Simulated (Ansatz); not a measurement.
A nudged elastic band was laid between two geometries of BF2GaGeH4 (9 atoms, charge 0, multiplicity 1).

Level of theory: Ansatz 0.2.0, RKS BLYP/def2-SVP.

* movable images: 7
* climbing image: yes
* spring: 5.0 eV/Å²
* optimiser: quadratic models (default)
* start path: through a guess of the saddle point
* force threshold: 0.5 eV/Å
* iteration limit: 60
* end points: relaxed

First end point:

```xyz
9
Properties=species:S:1:pos:R:3
B -2.030 0.232 0.719
Ga -0.635 -0.852 -0.360
Ge 1.702 0.088 -0.406
F 2.195 0.325 1.283
F 1.564 1.737 -1.053
H -2.662 1.126 0.197
H -2.198 0.024 1.903
H -0.804 -2.200 -1.183
H 2.956 -0.526 -1.116
```

Last end point:

```xyz
9
Properties=species:S:1:pos:R:3
B -2.356 -0.425 0.411
Ga -0.329 0.039 0.419
Ge 2.125 0.251 -0.430
F 3.001 0.474 1.101
F 2.210 1.843 -1.209
H -2.799 0.567 -0.151
H -2.779 -0.753 1.500
H -2.008 -1.343 -0.357
H 3.024 -0.698 -1.300
```

(1) What changes between the two ends?

(2) Give the energies along the band, and the barrier.

(3) What is the geometry of the highest image?

Results:

(1) Bonds broken: Ga2–H8. Bonds formed: B1–H8.

(2) The run converged. The highest image is number 4 of 0 to 8, 0.33 eV above the first end and 1.01 eV above the last; the last end lies 0.68 eV below the first. The threshold of 0.5 eV/Å is loose, so the images may lie well off the minimum-energy path. The order of the stationary point at the top wasn't checked. The orbitals stay closed-shell, which can raise the energy where a bond breaks towards radicals; this wasn't checked here.

```
image  path coordinate (Å)  energy (eV)  Ga2–H8 (Å)  B1–H8 (Å)
    0                 0.00         0.00        1.59       3.32
    1                 0.57         0.02        1.59       3.25
    2                 1.15         0.07        1.60       3.12
    3                 1.72         0.18        1.61       2.88
    4                 2.30         0.33        1.64       2.50
    5                 2.87         0.23        1.77       1.85
    6                 3.45        -0.63        2.05       1.28
    7                 4.02        -0.68        2.30       1.25
    8                 4.59        -0.68        2.31       1.25
```

(3) 
```xyz
9
Properties=species:S:1:pos:R:3:forces:R:3
B -2.390 0.010 0.667 -0.08 -0.05 -0.05
Ga -0.455 -0.096 0.098 0.15 -0.08 -0.03
Ge 1.980 0.269 -0.332 -0.27 -0.01 -0.06
F 2.851 0.472 1.184 0.08 0.00 0.16
F 2.214 1.800 -1.179 -0.02 0.06 -0.04
H -3.152 0.452 -0.168 -0.04 0.07 0.09
H -2.802 -0.690 1.570 0.02 0.11 0.02
H -0.907 -1.459 -0.702 0.05 -0.08 -0.07
H 2.749 -0.804 -1.155 0.11 -0.03 -0.02
```

The run took 4.6 min on 2 threads of Arm Neoverse V1, with other jobs on the host, peak memory 0.19 GiB.
